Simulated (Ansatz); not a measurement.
Species: isocyanic acid, CHNO, net charge 0, singlet state. 
Structure (B3LYP-D3(BJ)/def2-TZVP (Ansatz, a first-principles code) minimum search):
```xyz
4

N     -1.1014     0.2807     0.2471
C      0.0427    -0.0239    -0.0008
O      1.1482    -0.1990    -0.3207
H     -1.7320    -0.2289     0.8408
```
Charge 0, spin multiplicity 1.

Property: atomisation energy (electronic, to ground-state atoms), in kcal/mol. Valence correlation only, unless marked. Open shells are spin-unrestricted. No spin-orbit coupling. No relativistic terms. The coupled-cluster limit lacks core correlation, which all-electron functionals hold. Basis-set limits of correlation are two-point, X^-3; Hartree-Fock from the larger set.

```
level                                program  atomisation energy (kcal/mol)  rough core time
----------------------------  --------------  -----------------------------  ---------------
HF/cc-pVDZ                            Ansatz                          257.0                -
r2SCAN-D4/def2-TZVPD          Ansatz + dftd4                          438.6       under 20 s
PBE0/def2-TZVPD                       Ansatz                          438.8       under 20 s
LC-wPBE-D4/def2-TZVPD         Ansatz + dftd4                          438.2       under 20 s
B2GP-PLYP/def2-TZVPD                  Ansatz                          430.7       under 20 s
SCS-MP2/aug-cc-pVDZ                   Ansatz                          407.6                -
CCSD(T)/CBS(cc-pVTZ,cc-pVQZ)          Ansatz                          432.3             24 s
```

Core times are rough, on shared machines, summed over the molecules involved; a dash marks a level read off another run, or run on other hardware, by another program or under a memory cap.
